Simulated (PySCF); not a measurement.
This PySCF input asks for the NMR shieldings of SMILES [C@]1(B)([SiH](C)C)C[C@@H]1C(F)F, C6H13BF2Si; the geometry comes from GFN2-xTB.

```python
import basis_set_exchange as bse
import numpy as np
from pyscf import gto, dft
from pyscf.prop import nmr

atoms = """
B    -0.276708    1.959546    0.697119
C     0.397817    0.788551   -0.054192
Si   -0.901806   -0.600122   -0.323825
C    -1.425517   -1.331210    1.347007
C    -2.385895    0.152883   -1.242351
C     1.421477    0.977050   -1.136651
C     1.837960    0.421799    0.194766
C     2.310986   -0.996521    0.284616
F     1.950286   -1.573174    1.465819
F     3.670607   -1.053302    0.260957
H    -0.844966    2.788058    0.098099
H    -0.264874    1.991238    1.866239
H    -0.312932   -1.633946   -1.200991
H    -0.575922   -1.729231    1.892908
H    -1.891599   -0.574771    1.973015
H    -2.140977   -2.137368    1.215701
H    -2.900115    0.885201   -0.627395
H    -2.079677    0.651981   -2.156531
H    -3.105042   -0.614034   -1.512333
H     1.738571    1.978523   -1.388751
H     1.430469    0.300381   -1.980252
H     2.402603    1.068464    0.858727
H     1.940503   -1.644242   -0.521622
"""
names = dict.fromkeys(["B", "C", "Si", "F", "H"], "pcSseg-1")
basis = {el: gto.basis.parse(bse.get_basis(n, elements=[el], fmt="nwchem")) for el, n in names.items()}
mol = gto.M(atom=atoms, basis=basis, charge=0, verbose=0)
mf = dft.RKS(mol, xc="PBE0")
mf.grids.level = 2
mf.grids.alignment = dft.numint.BLKSIZE   # the property module wants whole blocks of grid points
mf.conv_tol = 1e-9
mf.kernel()

calc = nmr.RKS(mf)   # GIAO
C = mf.mo_coeff
Co = C[:, mf.mo_occ > 0]
resp = mf.gen_response(singlet=True, hermi=2)
def vind(x):   # induced exchange potential for any number of trial vectors
    d = np.einsum("pi,xij,qj->xpq", C, 2 * x.reshape(-1, C.shape[1], Co.shape[1]), Co, optimize=True)
    return np.einsum("xpq,pi,qj->xij", resp(d - d.transpose(0, 2, 1)), C, Co, optimize=True).ravel()
mo1, _ = nmr.rhf.solve_mo1(calc, with_cphf=vind)
sigma = calc.kernel(mo1)
for i, s in enumerate(sigma):   # ppm
    print("%2d %-2s %9.2f" % (i, mol.atom_pure_symbol(i), np.trace(s) / 3))
```

Question: What are the results?

Answer: 
```
 0 B      11.21
 1 C     159.66
 2 Si    358.90
 3 C     187.40
 4 C     188.31
 5 C     168.25
 6 C     157.92
 7 C      60.84
 8 F     297.33
 9 F     302.67
10 H      23.92
11 H      23.82
12 H      27.36
13 H      30.68
14 H      31.66
15 H      31.64
16 H      31.75
17 H      31.21
18 H      31.58
19 H      30.46
20 H      30.62
21 H      30.08
22 H      25.79
```

These numbers come from an equivalent density-fitted implementation of the same equations, which agrees with the script to about 0.01 ppm for H and up to a few tenths of a ppm for heavy atoms, so last digits may differ.

Size and cost of the density-fitted run: 242 basis functions, 2.1 min wall time on 1 thread of an Arm Neoverse N1, shared host; peak memory 1.1 GiB.
